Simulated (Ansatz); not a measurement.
A nudged elastic band was laid between two geometries of FH₅O₄Ti (11 atoms, charge 0, multiplicity 1).

Computed with Ansatz 0.2.0, RKS PBE0-D4/def2-SVP.

```yaml
movable_images: 7
climbing_image: yes
spring: 5.0 eV/Å²
optimiser: quadratic models (default)
start_path: through a guess of the saddle point
force_threshold: 0.03 eV/Å
iteration_limit: 60
end_points: relaxed
```

Image 0:

```xyz
11
Properties=species:S:1:pos:R:3
Ti -0.058 0.075 0.207
F -0.383 -0.161 1.945
O 1.665 -0.161 -0.375
H 1.858 -0.880 -0.985
O -0.976 1.362 -0.627
H -1.714 1.177 -1.217
O -0.815 -1.403 -0.423
H -1.220 -2.170 -0.009
O 1.167 1.772 1.166
H 2.011 1.458 0.804
H 1.173 1.527 2.101
```

Image 8:

```xyz
11
Properties=species:S:1:pos:R:3
Ti 0.277 0.298 -0.456
F -0.187 -0.406 2.787
O 1.669 -0.238 -1.429
H 2.110 -1.092 -1.466
O -0.724 1.388 -1.451
H -1.679 1.504 -1.453
O -0.640 -1.028 0.238
H -0.684 -1.108 1.215
O 0.839 1.132 1.095
H 1.454 1.864 1.205
H 0.274 0.282 2.302
```

(1) Which bonds break or form, and what moves?

(2) What energy profile does the band end with?

(3) What is the geometry of the highest image?

(4) What are the harmonic wavenumbers there?

The band took 28 iterations and of the order of 30 core-minutes.

## Answers

(1) Bonds broken: Ti1–F2, O9–H11. Bonds formed: F2–H11. FH5O4Ti becomes FH + H4O4Ti.

(2) The forces met the threshold. The highest image is number 4 of 0 to 8, 0.72 eV above the first end and 0.24 eV above the last; the last end lies 0.47 eV above the first. A vibrational analysis at the climbing image gives one clearly imaginary mode, 450i cm⁻¹: a first-order saddle point. The orbitals stay closed-shell, which can raise the energy where a bond breaks towards radicals; this wasn't checked here.

| image | path coordinate (Å) | energy (eV) | Ti1–F2 (Å) | O9–H11 (Å) | F2–H11 (Å) |
| --- | --- | --- | --- | --- | --- |
| 0 | 0.00 | 0.00 | 1.78 | 0.97 | 2.30 |
| 1 | 0.80 | 0.05 | 1.80 | 0.97 | 2.16 |
| 2 | 1.60 | 0.24 | 1.83 | 0.97 | 1.99 |
| 3 | 2.40 | 0.36 | 1.87 | 0.98 | 1.75 |
| 4 | 3.20 | 0.72 | 2.17 | 1.20 | 1.13 |
| 5 | 3.99 | 0.58 | 2.72 | 1.55 | 0.96 |
| 6 | 4.77 | 0.55 | 3.13 | 1.61 | 0.95 |
| 7 | 5.56 | 0.50 | 3.27 | 1.59 | 0.96 |
| 8 | 6.35 | 0.47 | 3.35 | 1.58 | 0.96 |

(3) 
```xyz
11
Properties=species:S:1:pos:R:3
Ti 0.172 0.130 0.007
F -0.659 0.283 2.007
O 1.365 -0.046 -1.289
H 1.860 -0.814 -1.592
O -1.025 1.247 -0.679
H -1.107 1.502 -1.603
O -0.401 -1.556 0.138
H -0.951 -1.764 0.905
O 1.339 0.978 1.374
H 1.767 1.835 1.283
H 0.349 0.804 2.038
```

(4) 450i, 70, 154, 167, 196, 211, 221, 235, 308, 349, 395, 410, 437, 508, 587, 627, 697, 736, 793, 811, 1041, 1259, 1814, 3880, 3929, 3935, 3941 cm⁻¹.

The run took 9.1 min on 4 threads of Arm Neoverse V1, on a shared host, peak memory 0.42 GiB.
